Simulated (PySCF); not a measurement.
A PySCF script (with the pyscf-properties extension) for the NMR shieldings of SMILES C=CC[P@](C)(P)=CC, C$_{6}$H$_{14}$P$_{2}$, on a GFN2-xTB geometry:

```python
import basis_set_exchange as bse
import numpy as np
from pyscf import gto, dft
from pyscf.prop import nmr

atoms = """
C     3.053562    0.858481   -0.512226
C     2.212224    0.622244    0.479550
C     1.394282   -0.617129    0.586102
P    -0.289559   -0.298719   -0.092501
C    -1.056608   -1.958704   -0.142363
P     0.229907   -0.098908   -2.306633
C    -1.131847    0.652978    1.069925
C    -2.606126    0.912480    0.871094
H     3.223025    0.132066   -1.291980
H     3.609421    1.777750   -0.583430
H     2.056273    1.358907    1.255898
H     1.267069   -0.932121    1.623994
H     1.829474   -1.425012   -0.008918
H    -1.183193   -2.310734    0.880009
H    -0.417557   -2.635151   -0.708610
H    -2.028958   -1.904633   -0.628919
H    -1.116022    0.139179   -2.572988
H     0.489148    1.256217   -2.145844
H    -0.570220    1.560083    1.301215
H    -3.109049    0.026159    0.487007
H    -3.044684    1.156531    1.839060
H    -2.820974    1.747421    0.198924
"""
names = dict.fromkeys(["C", "P", "H"], "pcSseg-1")
basis = {el: gto.basis.parse(bse.get_basis(n, elements=[el], fmt="nwchem")) for el, n in names.items()}
mol = gto.M(atom=atoms, basis=basis, charge=0, verbose=0)
mf = dft.RKS(mol, xc="PBE0")
mf.grids.level = 2
mf.grids.alignment = dft.numint.BLKSIZE   # the property module wants whole blocks of grid points
mf.conv_tol = 1e-9
mf.kernel()

calc = nmr.RKS(mf)   # GIAO
C = mf.mo_coeff
Co = C[:, mf.mo_occ > 0]
resp = mf.gen_response(singlet=True, hermi=2)
def vind(x):   # induced exchange potential for any number of trial vectors
    d = np.einsum("pi,xij,qj->xpq", C, 2 * x.reshape(-1, C.shape[1], Co.shape[1]), Co, optimize=True)
    return np.einsum("xpq,pi,qj->xij", resp(d - d.transpose(0, 2, 1)), C, Co, optimize=True).ravel()
mo1, _ = nmr.rhf.solve_mo1(calc, with_cphf=vind)
sigma = calc.kernel(mo1)
for i, s in enumerate(sigma):   # ppm
    print("%2d %-2s %9.2f" % (i, mol.atom_pure_symbol(i), np.trace(s) / 3))
```

Task: What are the results?

Result: 
```
 0 C      61.24
 1 C      47.50
 2 C     141.11
 3 P     342.66
 4 C     168.10
 5 P     502.86
 6 C     138.62
 7 C     172.37
 8 H      26.20
 9 H      26.28
10 H      25.47
11 H      28.77
12 H      29.45
13 H      30.36
14 H      30.60
15 H      29.61
16 H      29.61
17 H      29.46
18 H      30.15
19 H      30.46
20 H      29.87
21 H      29.88
```

These numbers come from an equivalent density-fitted implementation of the same equations, which agrees with the script to about 0.01 ppm for H and up to a few tenths of a ppm for heavy atoms, so last digits may differ.

Task: Turn these shieldings into chemical shifts. Chemical shifts δ = σref − σ; TMS for $^{13}$C (σref 186.93) and $^{1}$H (σref 31.72); H3PO4 for $^{31}$P (σref 318.38), all at this level.

Result: Averaging equivalent atoms: C 1: 139.4; C 0: 125.7; C 6: 48.3; C 2: 45.8; C 4: 18.8; C 7: 14.6; P 3: -24.3; P 5: -184.5; H 10: 6.25; H 8: 5.52; H 9: 5.44; H 11: 2.95; H 12: 2.27; H 16/17: 2.18; H 19/20/21: 1.65; H 18: 1.57; H 13/14/15: 1.53 ppm. Experimental scales use liquid or dissolved standards, which lie at an offset from isolated H3PO4.

Size and cost of the density-fitted run: 220 basis functions, 66 s wall time on 1 thread of an Intel Xeon Platinum 8488C, shared host; peak memory 1.1 GiB.
